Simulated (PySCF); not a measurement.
A structure optimised at B3LYP-D3(BJ)/def2-SVP, used in a PySCF frequency run:

```
Ge
Cl 1 2.1698
Cl 1 2.1698 2 107.46
Cl 1 2.1698 2 107.46 3 -115.37
Si 1 2.3897 2 111.42 3 122.31
H 5 1.4866 1 107.50 2 60.00
H 5 1.4866 6 111.37 1 117.51
H 5 1.4866 6 111.37 7 124.98
```
Charge 0, spin multiplicity 1.

Problem. Write its SMILES, formula and point group.

Solution. [SiH3][Ge]([Cl])([Cl])[Cl], Cl3GeH3Si, C3v

Problem. What are its rotational constants (standard atomic weights)?

Solution. 1.1485, 1.0727, 1.0727 GHz
